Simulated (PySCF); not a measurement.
From computed data to an observable: chemical shift, span and skew from a shielding tensor

Se(OMe)(SeH) (CH4OSe2), SMILES O([Se][SeH])C. Atoms are numbered in the order given.

```xyz
8

Se     0.4538    -0.1929     0.8635
O      1.6919    -0.6531    -0.3555
C      1.3475    -1.7383    -1.1924
H      0.4940    -1.4851    -1.8483
H      2.2257    -1.9430    -1.8235
H      1.0957    -2.6452    -0.6131
Se    -1.1438     0.8421    -0.4234
H     -1.9765    -0.3433    -0.6807
```
Charge 0, spin multiplicity 1.

Geometry: ωB97X-D3(BJ)/def2-SVP. One conformer was computed; it need not be the lowest.

GIAO shieldings from PBE/pcSseg-1 in PySCF, non-relativistic, no solvent. The symmetric part of the tensor of C3 has the principal values 73.6, 102.2, 176.6 ppm. The same nucleus in TMS has σ = 182.0 ppm at this level (PySCF, at its B3LYP-D3(BJ)/def2-TZVP geometry).

Q: Work out the isotropic shielding, the ¹³C shift against TMS, the span and the skew.

A: 
σ(iso) = (σ11 + σ22 + σ33)/3 = 117.5 ppm. δ = σ(ref) − σ(iso) = 182.0 − (117.5) = 64.5 ppm.
Span Ω = σ33 − σ11 = 103.0 ppm. Skew κ = 3(σ(iso) − σ22)/Ω = 0.44. Tumbling in solution averages the tensor to δ; in a static solid the shielding alone would spread this spin-1/2 line over Ω.
